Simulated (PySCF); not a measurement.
# Assigning NMR signals

Bonds (- single, = double, # triple, : aromatic): C1-C2, C2=O3, C2-C4, C4-C5, C5-O6, O6-C7, C7-C8, C8-Si9, Si9-C4. C1 carries H10, H11, H12; C4 carries H13; C5 carries H14, H15; C7 carries H16, H17; C8 carries H18, H19; Si9 carries H20, H21. Stereochemistry as in CC(=O)[C@@H]1COCC[SiH2]1. H14, H17, H18, H21 are cis to C2 on the ring; H15, H16, H19, H20 are trans to C2 on the ring.

Computed data (PySCF): geometry from GFN2-xTB, PBE0/pcSseg-1 with gauge-including orbitals. A single conformation, non-relativistic, no solvent, one averaged value for each set of equivalent atoms.

References, each an isolated molecule treated in the same way: TMS for ¹³C (σref 186.93), ¹H (σref 31.72).

Q: Assign these signals to the numbered atoms. ¹³C{¹H} NMR (computed): δ 211.6 (C), 72.4 (CH2), 70.5 (CH2), 44.2 (CH), 32.5 (CH3), 11.2 (CH2).

A: 
211.6 → C2, ketone carbonyl carbon: the double bond to the heteroatom, with no lone-pair donor beside it, deshields it most
72.4 → C5, sp3 CH2 bonded to O: pulled downfield by the heteroatom
70.5 → C7, sp3 CH2 bonded to O
44.2 → C4, sp3 CH bonded to Si, α to a carbonyl: α to the electron-withdrawing carbonyl group
32.5 → C1, methyl carbon α to a carbonyl: α to the electron-withdrawing carbonyl group
11.2 → C8, sp3 CH2 bonded to Si: an electropositive neighbour leaves it electron-rich and shielded

C5 and C7 lie closer than the usual error of such a calculation, so a measured spectrum could show them in the other order.

Q: Assign these signals to the numbered atoms. ¹H NMR (500 MHz, computed): δ 4.51 (m, 1H), 4.42 (m, 1H), 4.40 (m, 1H), 4.08 (m, 1H), 3.94 (m, 1H), 3.42 (m, 1H), 2.67 (m, 1H), 2.10 (s, 3H), 1.14 (m, 1H), 0.60 (m, 1H).

A: 
4.51 → H16, hydrogen on an sp3 CH2 bonded to O: its carbon carries O, an electronegative neighbour
4.42 → H20, hydrogen on a silicon bonded to 2 C, in a 6-membered ring
4.40 → H15, hydrogen on an sp3 CH2 bonded to O: its carbon carries O, an electronegative neighbour
4.08 → H21, hydrogen on a silicon bonded to 2 C, in a 6-membered ring
3.94 → H14, hydrogen on an sp3 CH2 bonded to O: its carbon carries O, hence the downfield position
3.42 → H17, hydrogen on an sp3 CH2 bonded to O
2.67 → H13, hydrogen on an sp3 CH bonded to Si, α to a carbonyl: α to C=O
2.10 → H10/H11/H12, hydrogen on a methyl carbon α to a carbonyl: α to C=O
1.14 → H19, hydrogen on an sp3 CH2 bonded to Si
0.60 → H18, hydrogen on an sp3 CH2 bonded to Si: an electropositive neighbour shields it, as in TMS itself

H16 and H20; H20 and H15 lie closer than the usual error of such a calculation, so a measured spectrum could show them in the other order.

Shifts are as computed. Against solution values, carbons near 30 ppm lie about +3 ppm off and those near 130 ppm about +5 ppm. Of 1211 compounds with measured shifts, 218 miss one by over three times the rms of a fit or turn the order of signals round; such compounds aren't used in these exercises. No couplings were computed; multiplicities are counted from neighbouring protons, with m where these are inequivalent, close in shift, in a saturated or five-membered ring or joined by F or P, and br s for small geminal =CH2 splittings.
